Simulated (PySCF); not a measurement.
# Cd⁺: excitation energy

Cd⁺ [Kr] 4d10 5s1 (2S) → Cd⁺ [Kr] 4d10 5d1 (2D), as a difference of total energies. Calculation: PySCF 2.14, in x2c-TZVPPall with one added diffuse shell each of s, p, d, f type (9s7p7d3f1g, 95 functions); the spin-free X2C one-electron Hamiltonian (Gaussian nucleus). Correlated levels: valence: [Kr] frozen; valence and next inner shell: [Ar] 3d10 frozen. The calculations carry no spin-orbit coupling.

**Question.** Order these methods by the excitation energy they give, lowest first.
A. MP2 (valence and next inner shell)
B. LDA
C. wB97M-V
D. UHF

**Answer.** D (80513 cm⁻¹), C (87064 cm⁻¹), A (90141 cm⁻¹), B (92251 cm⁻¹).

Errors of the correlated levels include the incompleteness of this basis and the frozen core.

For comparison: 89782 cm⁻¹ (measured; NIST levels, between the centres of gravity of the two terms).
